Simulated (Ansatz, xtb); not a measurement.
## Relative energy of two structures of GeH6PSi+

Structure X is a singlet given by its coordinates and structure Y is `[SiH3][PH2+][GeH]`, a singlet. Both are isolated ions in the gas phase, relaxed with PBE-D3(BJ)/def2-SVP; the shapes shown needn't be the lowest conformers.

X (Å):

```xyz
9

Ge    0.2508    2.2324    0.5186
P    -0.7570    0.7568   -1.0743
Si   -0.7341   -1.3055   -0.5729
H    -1.0943   -1.7004    0.8203
H    -0.7245   -2.3405   -1.6489
H    -0.1145    0.7921   -2.3512
H     1.7623    2.1171    0.2493
H    -0.3829    3.5863    0.1597
H    -0.2269    1.6239    1.8497
```

Close contacts (Å): Ge1–P2 2.39, P2–Si3 2.12, Ge1–H7 1.54, Ge1–H8 1.54, Ge1–H9 1.54, P2–H6 1.43, Si3–H4 1.49, Si3–H5 1.49.

Y (Å):

```yaml
atoms:
  - { symbol: Ge, position_ang: [-2.7773, 0.3271, -1.3237] }
  - { symbol: P, position_ang: [-0.3888, -0.1091, -0.7671] }
  - { symbol: Si, position_ang: [0.8805, 1.5316, 0.2770] }
  - { symbol: H, position_ang: [0.8264, 2.6837, -0.6733] }
  - { symbol: H, position_ang: [0.1446, 1.7660, 1.5562] }
  - { symbol: H, position_ang: [2.2367, 0.9233, 0.4338] }
  - { symbol: H, position_ang: [-0.3211, -1.2431, 0.1011] }
  - { symbol: H, position_ang: [0.3659, -0.5614, -1.8911] }
  - { symbol: H, position_ang: [-2.9223, 0.4650, 0.2762] }
```

Energies in hartree; the thermal terms are from PBE-D3(BJ)/def2-SVP harmonic frequencies (ideal gas, rigid rotor, one conformer each, 298.15 K, 1 atm) and include the zero-point energy:

|  | X | Y |
| --- | --- | --- |
| E, CCSD(T)/def2-TZVP | −2708.845176 | −2708.852666 |
| zero-point energy | 0.048039 | 0.048445 |
| H(298 K) − E | 0.056074 | 0.056709 |
| G(298 K) − E | 0.015938 | 0.015709 |

Q: Work out ΔE, ΔE₀, ΔH and ΔG for X → Y in kcal/mol (1 Eh = 627.51 kcal/mol) and the equilibrium ratio [Y]/[X].

A: 1. ΔE = −2708.852666 − (−2708.845176) = −0.007490 Eh = −4.70 kcal/mol.
2. ΔE₀ = ΔE + ΔZPE = −0.007490 + (+0.000406) Eh = −4.45 kcal/mol.
3. ΔH = ΔE + (+0.000635) Eh = −4.30 kcal/mol.
4. ΔG = ΔE + (−0.000229) Eh = −4.84 kcal/mol, so ΔS = (ΔH − ΔG)/T = +7.6 J/(mol K).
5. kT = 0.9442 mEh, so K = [Y]/[X] = exp(−ΔG/kT) = exp(+8.18) ≈ 3.6 × 10^3.

Structure Y is favoured at this temperature. An error of 1 kcal/mol in ΔG would change K by a factor of 5.4. HF/STO-3G gave ΔE the other sign. Mirror images and further conformers aren't counted.

Other levels gave ΔE = −20.0 (GFN2-xTB); +7.8 (HF/STO-3G, GFN2-xTB geometries); −9.9 (r2SCAN-D4/def2-SVP, GFN2-xTB geometries); −7.0 (PBE-D3(BJ)/def2-SVP); −12.2 (HF/def2-TZVP); −2.9 (MP2/def2-TZVP) kcal/mol. The correlated steps freeze 19 core orbitals; the filled d shell of Ge is correlated, in a basis made for valence electrons. Programs: Ansatz 0.2.0, xtb 6.7.1.
